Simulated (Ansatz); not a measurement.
Geometry optimisation, Ansatz, RKS BLYP-D4/def2-SVP.

Input file:

```yaml
crystal:
  periodic: [false, false, false]
  atoms:
    - { symbol: Ga, position_ang: [-0.625365, -0.844057, -0.315075] }
    - { symbol: F, position_ang: [1.218748, 1.619977, -0.418073] }
    - { symbol: H, position_ang: [0.4292, -1.868918, -0.859697] }
    - { symbol: H, position_ang: [-1.888169, -0.135468, -0.916596] }
    - { symbol: H, position_ang: [1.159179, 1.545873, 0.49937] }
    - { symbol: Br, position_ang: [-0.293493, -0.317408, 2.01017] }
basis:
  gaussian: { orbitals: def2-SVP }
hamiltonian:
  xc: blyp
  dispersion: d4
relax:
  f_tol: 0.03
  max_steps: 50
```

Launched with:

```bash
$ ansatz run input.yaml --threads 2 --pin off --max-ram 3072MiB --backend cpu --events-out ev --progress --plain --runs-dir out
```

Problem. Where does it end, and by what steps?

Solution. The forces met the threshold. After 6 steps the energy has fallen by 0.333 eV; F2 moved furthest, 0.52 Å.

```csv
step,energy less start (eV),largest force component (eV/Å),accepted
0,0.0000,1.220,yes
1,-0.1359,0.220,yes
2,-0.2545,0.318,yes
3,-0.3132,0.399,yes
4,-0.3284,0.257,yes
5,-0.3308,0.162,yes
6,-0.3326,0.024,yes
```

```xyz
6
Properties=species:S:1:pos:R:3
Ga -0.429 -0.582 -0.352
F 0.910 1.199 -0.440
H 0.540 -1.707 -0.853
H -1.763 0.018 -0.911
H 0.886 1.196 0.536
Br -0.144 -0.124 2.020
```

The run took 7.7 s on 2 threads of Intel(R) Xeon(R) Platinum 8488C (Sapphire Rapids), with other jobs on the host, peak memory 0.15 GiB.
